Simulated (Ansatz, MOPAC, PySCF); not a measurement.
Complex: CH4 (SMILES C) (first 5 atoms) with C3H4 (SMILES C=C=C); geometry from B3LYP-D3(BJ)/def2-TZVP, rigid monomers moved along the line of their centres of mass till H5···C7 is 3.40 Å.
(charge 0, multiplicity 1):
```xyz
12

C     -0.20441    -0.04430    -0.29072
H      0.37230    -0.09913    -1.21308
H     -0.75804     0.89371    -0.26659
H     -0.90208    -0.88017    -0.25156
H      0.46781    -0.09128     0.56444
C      1.47622    -0.03665     4.09803
C      0.18618     0.04058     3.95474
C     -1.10272     0.11774     3.80542
H      1.97469    -0.99333     4.20427
H      2.09476     0.85332     4.11669
H     -1.55410     0.10077     2.82030
H     -1.76470     0.20151     4.65953
```

Counterpoise-corrected where a basis set is named; no monomer relaxation. Rows marked so take none.

Frozen-core correlation. Rows in 3-21G, 6-31G*, STO-3G carry no dispersion term and start afresh at each structure (6-31G* with six Cartesian d functions). MP2/6-31G* freezes PySCF's default core. The state that PM3, PM7 reach isn't checked; PM7 holds dispersion and hydrogen-bond terms.

Run with Ansatz (Gaussian orbitals); MOPAC for PM3, PM7 (differences of heats of formation); PySCF for 3-21G rows, 6-31G* rows, STO-3G rows, the dispersion terms. 

Other levels give for the interaction energy: PBE/def2-TZVPPD -0.38; B3LYP/def2-TZVPPD 0.09; B3LYP-D3(BJ)/def2-TZVPPD -0.75; wB97M-V/def2-TZVPPD -0.68; CCSD(T)/aug-cc-pVDZ -0.68 kcal/mol.

Common cheap choices:

```json
[
 {"level": "PM3", "interaction energy (kcal/mol)": "-0.24"},
 {"level": "PM7", "interaction energy (kcal/mol)": "-0.77"},
 {"level": "HF/STO-3G (no counterpoise)", "interaction energy (kcal/mol)": "0.01"},
 {"level": "HF/6-31G*", "interaction energy (kcal/mol)": "0.06"},
 {"level": "B3LYP/3-21G (no counterpoise)", "interaction energy (kcal/mol)": "-0.43"},
 {"level": "B3LYP/6-31G* (no counterpoise)", "interaction energy (kcal/mol)": "-0.29"},
 {"level": "MP2/6-31G*", "interaction energy (kcal/mol)": "-0.32"},
 {"level": "MP2/6-31G* (no counterpoise)", "interaction energy (kcal/mol)": "-0.73"}
]
```

Ansatz is a first-principles code.
